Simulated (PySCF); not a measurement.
CH3ClF2Sn. Atoms are numbered in the order given.

```xyz
8

C      1.7394    -1.4370     0.0000
Sn    -0.0205    -0.2221     0.0000
F     -1.1555    -0.6099     1.5175
F     -1.1555    -0.6099    -1.5175
Cl     0.3142     2.0943     0.0000
H      2.6175    -0.7790     0.0000
H      1.7152    -2.0593    -0.9040
H      1.7152    -2.0593     0.9040
```
Charge 0, spin multiplicity 1.

Coordinates come from a B3LYP-D3(BJ)/def2-SVP optimisation. The structure was generated by enumeration; whether it is a known compound was not checked. The def2 effective core potentials stand for the cores of Sn; spin–orbit coupling is left out.

These are ωB97X/def2-TZVP (PySCF) values and carry that method's errors.

Isolated molecule, no solvent.

Computed frontier levels, gap, dipole moment and polarisability:
```yaml
highest_occupied_level: -11.89 eV
lowest_empty_level: -0.13 eV
orbital_gap: 11.77 eV
dipole_moment: 4.41 D
quadrupole, principal values (traceless, Buckingham form, about the centre of nuclear charge): -5.09, -4.01, 9.09 D·Å
mean_static_polarisability: 58.3 bohr³ (8.64 Å³)
polarisability_principal_values: 48.5, 54.9, 71.7 bohr³
```
